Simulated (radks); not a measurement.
Values are calculated unless marked as measured or tabulated.
Neutral silver inside a hard spherical wall (all orbitals vanish at R), configuration held at [Kr] 4d10 5s1 and not refilled when levels cross. Level of theory: scalar-relativistic Kohn-Sham, PBE, spin-polarised, spherical densities, point nucleus; open shells are filled with parallel spins first (spin-orbit coupling, left out, can overturn this in heavy ions) (a radial shooting solver on a logarithmic mesh with Libxc functionals). Eigenvalues in eV for spin up, with the zero of energy where the potential of the charges vanishes at infinity; a dash marks a level that is unbound or too diffuse for the functional's potential to be trusted. A positive occupied level is held by the wall or, in an anion where self-interaction has pushed it up, behind a barrier. The pressure on the wall is -dE/dV.

R (bohr)  E (hartree)  kinetic (hartree)    e(4s)    e(4p)   e(4d)   e(5s)  e(5p, empty)  e(6s, empty)  pressure (GPa)
free      -5316.04184           5522.852  -95.007  -58.530  -7.503  -4.734        -0.973             -               0
15        -5316.04184           5522.852  -95.006  -58.530  -7.503  -4.734        -0.963         0.278        < 0.0001
8         -5316.03954           5522.870  -94.873  -58.397  -7.375  -4.593        -0.347         4.265          0.0934
7         -5316.03483           5522.901  -94.694  -58.218  -7.207  -4.380         0.196         6.921           0.376
6         -5316.01987           5522.985  -94.276  -57.803  -6.821  -3.840         1.303        11.759            1.67
5         -5315.96821           5523.243  -93.233  -56.776  -5.874  -2.380         3.785        21.389            8.70
4         -5315.76077           5524.179  -90.372  -53.999  -3.281   2.041        10.258        43.289            58.9
3.5       -5315.44831           5525.497  -87.242  -50.995  -0.371   7.442        17.538        65.365             177
3         -5314.68878           5528.561  -81.624  -45.627   5.117  18.512        31.663        104.40             614
2.5       -5312.59515           5536.748  -70.971  -35.314  16.473  43.717        61.985        179.90            2600
2         -5305.65736           5562.777  -48.098  -11.987  43.728  109.73        136.19        345.48           14700
